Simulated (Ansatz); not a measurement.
# A ladder of methods for SiH2Br− (SMILES [SiH2-]Br)

The species is SiH2Br− (4 atoms), meant as a singlet with charge -1. As SMILES, `[SiH2-]Br`. The coordinates come from a GFN2-xTB relaxation.

```xyz
4

Si   -0.1920   -0.3430   -0.6194
Br    1.6877   -0.2714    0.9111
H    -1.2099   -0.5300    0.4614
H    -0.2858    1.1444   -0.7531
```

Each level gives the vertical detachment energy (to the doublet neutral) (eV). The values are calculated.

```json
{"level": "SVWN5/STO-3G", "kind": "LDA", "program": "Ansatz", "value (eV)": "-2.00", "less FCI/STO-3G": "+0.65", "CPU time (all runs)": "2.5 s"}
{"level": "BLYP/STO-3G", "kind": "GGA", "program": "Ansatz", "value (eV)": "-2.04", "less FCI/STO-3G": "+0.61", "CPU time (all runs)": "3.9 s"}
{"level": "revPBE/STO-3G", "kind": "GGA", "program": "Ansatz", "value (eV)": "-1.94", "less FCI/STO-3G": "+0.71", "CPU time (all runs)": "3.7 s"}
{"level": "wB97M-V/STO-3G", "kind": "range-separated hybrid", "program": "Ansatz", "value (eV)": "-1.57", "less FCI/STO-3G": "+1.08", "CPU time (all runs)": "50 s"}
{"level": "RPA@PBE/STO-3G", "kind": "RPA", "program": "Ansatz", "value (eV)": "-2.72", "less FCI/STO-3G": "-0.07", "CPU time (all runs)": "5.2 s"}
{"level": "BCCD(T)/STO-3G", "kind": "coupled cluster or CI", "program": "Ansatz", "value (eV)": "-2.63", "less FCI/STO-3G": "+0.02", "CPU time (all runs)": "1.2 s"}
{"level": "CCSDT(Q)/STO-3G", "kind": "coupled cluster or CI", "program": "Ansatz", "value (eV)": "-2.65", "less FCI/STO-3G": "0.00", "CPU time (all runs)": "3.2 s"}
{"level": "FCI/STO-3G", "kind": "exact in the basis", "program": "Ansatz", "value (eV)": "-2.65", "less FCI/STO-3G": "0.00", "CPU time (all runs)": "4.4 s"}
```

FCI/STO-3G is exact within its basis and frozen core, so for wave-function methods in that basis the difference is their error; functionals converge differently with the basis, so for them it is only a difference. All-electron rows without a relativistic Hamiltonian named are non-relativistic. Spin-orbit coupling, which can split open shells on such heavy atoms by tenths of an eV, is left out. Sets without diffuse functions describe the anion poorly. The values span -2.72 to -1.57 eV. All rows use very small basis sets, so none should be taken for the real molecule's value. In the correlated wave-function rows the outer d shell of Br is correlated, in sets not made for it. In so small a basis fixed costs decide the times, and correlated methods can beat functionals. Times are those of the runs behind each value, whatever else they computed, on shared processors of several kinds: orders of magnitude only.
